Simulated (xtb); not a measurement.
F2OS, charge +1, doublet, at a GFN2-xTB geometry (a state made from the parent by changing its charge; the spin is typed, not shown lowest). Base run: GFN0-xTB run with xtb.

Input for xtb:
```
$ xtb mol.xyz --gfn 0 --chrg 1 --uhf 1 --json

# file mol.xyz
4

O      1.41277745    -0.15274416    -0.32845099
S      0.17532783    -0.00614867     0.32891486
F     -0.66462846     1.26381023    -0.18763295
F     -0.90286763    -1.11710668    -0.10514814
```

The base run was repeated with changes; each row names its change, and settings that it needs were set with it.

```tsv
change	ΔE vs base (kJ/mol)
base	0.00
etemp = 10	0.00
acc = 1000	0.00
acc = 0.1	0.00
etemp = 10000	-167.4
```
